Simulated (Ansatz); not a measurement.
Cu(NH3)Br (CuBrNH₃): single points at one geometry.

```yaml
crystal:
  periodic: [false, false, false]
  atoms:
    - {symbol: Cu, position_ang: [-0.005409, 0.004521, -1.114347]}
    - {symbol: N, position_ang: [0.002432, -0.002810, 0.832739]}
    - {symbol: H, position_ang: [-0.410246, 0.844878, 1.208998]}
    - {symbol: H, position_ang: [0.947217, -0.069873, 1.198003]}
    - {symbol: H, position_ang: [-0.523697, -0.788151, 1.202735]}
    - {symbol: Br, position_ang: [-0.010307, 0.011435, -3.328118]}
basis:
  gaussian: {orbitals: def2-SVP, initial_orbitals: start.molden}
hamiltonian: {xc: pbe, dispersion: d4}
scf: {omitted_lower_state_checks: [starts]}
output: {orbitals: {seedname: orbitals}}
```

The file start.molden holds the orbitals of an earlier run on this structure, at another level or in another basis.

```sh
$ ansatz run in.yaml --threads 4 --pin off --events-out ev --progress --plain --max-ram 3916MiB
```

Output, abridged:

```
Functional definition: PBE
1075 factors; their error is unknown
mean field evaluation 1: about -116193.1833 eV, gradient 1.1e1 eV
mean field evaluation 2: about -116193.4378 eV, gradient 4.8e-1 eV
mean field evaluation 4: about -116193.3475 eV, gradient 2.2e-1 eV
mean field evaluation 8: about -116193.3476 eV, gradient 1.2e-5 eV
mean field -116193.34755370 eV, -4270.0267639188 hartree, gradient 1.2e-5 eV, S^2 0.000000; 0 other end points of the search recorded, 0 dependent functions left out
reference -116193.34760736 eV, -4270.0267658909 hartree; 37, 37 occupied and 55, 55 virtual orbitals, 1075 factors
Total energy: -116193.44354051 eV, -4270.0302913689 hartree
Checks for a lower state left out: starts
```

Run time 0.8 s (4 threads of Arm Neoverse V1 on a shared host).

First input, but with `gaussian: {orbitals: def2-TZVP, initial_orbitals: start.molden}`, `hamiltonian: {xc: pbe0, dispersion: d4}` (abridged; 2 s):

```
Functional definition: PBE0
mean field -116213.13188505 eV, -4270.7538246857 hartree, gradient 2.0e-5 eV, S^2 0.000000
Total energy: -116213.21341551 eV, -4270.7568208748 hartree
Checks for a lower state left out: starts
```

The first input with `gaussian: {orbitals: def2-TZVP, initial_orbitals: start.molden}`, `hamiltonian: {xc: r2scan, dispersion: d4}` (abridged; 2.6 s):

```
Functional definition: r2SCAN
mean field -116228.10546169 eV, -4271.3040934776 hartree, gradient 2.4e-5 eV, S^2 0.000000
Total energy: -116228.12778047 eV, -4271.3049136775 hartree
Checks for a lower state left out: starts
```

The first input with `gaussian: {orbitals: def2-TZVPD, initial_orbitals: start.molden}` (abridged; 1.6 s):

```
Functional definition: PBE
mean field -116210.76961953 eV, -4270.6670130290 hartree, gradient 1.7e-5 eV, S^2 0.000000
Total energy: -116210.86561024 eV, -4270.6705406226 hartree
Checks for a lower state left out: starts
```

The first input with `gaussian: {orbitals: def2-TZVP, initial_orbitals: start.molden}`, `hamiltonian: {xc: {name: BHLYP}, dispersion: d4}` (abridged; 2 s):

```
Functional definition: BHLYP
mean field -116226.79360804 eV, -4271.2558837451 hartree, gradient 2.0e-5 eV, S^2 0.000000
Total energy: -116226.93099858 eV, -4271.2609327544 hartree
Checks for a lower state left out: starts
```

As the first input, with `gaussian: {orbitals: 6-31G}`, `hamiltonian: {xc: {name: B3LYP}, dispersion: d4}` (abridged; 1.1 s):

```
Functional definition: B3LYP
mean field evaluation 16: about -116211.5028 eV, gradient 8.2e-5 eV
mean field -116211.50283397 eV, -4270.6939581627 hartree, gradient 8.3e-6 eV, S^2 0.000000
Total energy: -116211.65980730 eV, -4270.6997268259 hartree
Checks for a lower state left out: starts
```

First input, but with `gaussian: {orbitals: def2-TZVPP, initial_orbitals: start.molden}`, `correlation: {method: ccsd_t, frozen_orbitals: {Br: 9, Cu: 9, H: 0, "N": 1}}` and without the key `hamiltonian` (abridged; 59 s):

```
Functional definition: HF
mean field -116129.18094670 eV, -4267.6686846051 hartree, gradient 4.2e-6 eV, S^2 0.000000
19 core orbitals not correlated: weight in the atoms' cores, before any rotation towards them, 1.000 or more for the frozen orbitals, at most 0.000 for the correlated occupied ones
second order -28.12094138 eV of doubles, -0.00000000 eV of singles
cycle   1  -25.21954703 eV  change     2.9e0 eV  update   2.0e-1
cycle   2  -26.29918860 eV  change    -1.1e0 eV  update   1.4e-1
cycle   3  -26.57067633 eV  change   -2.7e-1 eV  update   3.8e-2
cycle   4  -26.57458431 eV  change   -3.9e-3 eV  update   2.0e-2
cycle   5  -26.54130744 eV  change    3.3e-2 eV  update   9.7e-3
cycle   6  -26.53953303 eV  change    1.8e-3 eV  update   3.9e-3
cycle   7  -26.54233282 eV  change   -2.8e-3 eV  update   2.1e-3
cycle   8  -26.54154495 eV  change    7.9e-4 eV  update   7.4e-4
cycle   9  -26.54149213 eV  change    5.3e-5 eV  update   3.8e-4
cycle  10  -26.54203746 eV  change   -5.5e-4 eV  update   1.3e-4
cycle  11  -26.54208631 eV  change   -4.9e-5 eV  update   5.9e-5
cycle  12  -26.54195867 eV  change    1.3e-4 eV  update   2.8e-5
cycle  13  -26.54199792 eV  change   -3.9e-5 eV  update   1.5e-5
perturbative correction -1.05088137 eV, -0.0386191781 hartree
Total energy: -116156.77382599 eV, -4268.6827042161 hartree
Checks for a lower state left out: starts
```

Geometry: PBE0-D4/def2-TZVP.

The 6-31G sets use Cartesian d functions. B3LYP takes the VWN-RPA correlation. Correlated methods freeze 19 core orbitals; core or outer-core shells of Br are correlated, in sets that lack core-valence functions.
